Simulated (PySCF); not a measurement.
PySCF 2.14 output of an unrestricted B97-3 calculation on a single atom or ion in dyall-av2z, with no relativity, point nucleus:

```
SCF conv_tol = 1e-09
number electrons alpha = 15  beta = 11
    T. W. Keal and D. J. Tozer.,  J. Chem. Phys. 123, 121103 (2005)
cycle= 1 E= -1382.28450515244  delta_E= -0.0137  |g|= 0.0615  |ddm|= 0.203
cycle= 2 E= -1382.28394081468  delta_E= 0.000564  |g|= 0.0975  |ddm|= 0.106
cycle= 3 E= -1382.28530693567  delta_E= -0.00137  |g|= 0.00614  |ddm|= 0.0235
cycle= 4 E= -1382.28531567084  delta_E= -8.74e-06  |g|= 0.000963  |ddm|= 0.00371
cycle= 5 E= -1382.28531590602  delta_E= -2.35e-07  |g|= 0.000192  |ddm|= 0.00187
cycle= 6 E= -1382.28531591771  delta_E= -1.17e-08  |g|= 1.2e-05  |ddm|= 0.000415
cycle= 7 E= -1382.28531591777  delta_E= -5.87e-11  |g|= 6.66e-07  |ddm|= 1.37e-05
converged SCF energy = -1382.28531591777  <S^2> = 6.0020304  2S+1 = 5.0008121
```

The run itself started from symmetry-adapted Hartree-Fock orbitals and held the occupation by maximum overlap, on a logarithmic radial grid, so the iterations belong to that start.

Which element, charge and spin multiplicity is this?

Co⁺ (cobalt, charge +1), multiplicity 5; the state was [Ar] 3d7 4s1, high-spin 5F determinant (an excited configuration).
